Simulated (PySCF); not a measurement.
## How methods differ on the excitation energy of Pr²⁺

Pr²⁺ [Xe] 4f3 (high-spin determinant) → Pr²⁺ [Xe] 4f2 5d1 (high-spin determinant), as a difference of total energies. Computed with PySCF 2.14 in cc-pVDZ-X2C (8s7p5d3f1g, 84 functions), with scalar relativity by spin-free X2C-1e. Correlated levels: valence: [Kr] 4d10 frozen. The calculations carry no spin-orbit coupling.

```tsv
method	excitation energy (eV)
UHF	0.596
MP2 (valence)	1.211
SCS-MP2 (valence)	1.008
CCSD (valence)	1.166
CCSD(T) (valence)	1.225
```

Problem. How much does correlation contribute at CCSD(T) (valence)?

Solution. 1.225 − (0.596) = 0.629 eV, measured against UHF.

A first-order spin-orbit estimate (lowest level to lowest level, LS coupling) adds -0.088 eV.

The determinant of the lower state and of the upper state mixes LS terms, which raises its energy above the lowest term, most at the Hartree-Fock and MP2 levels.
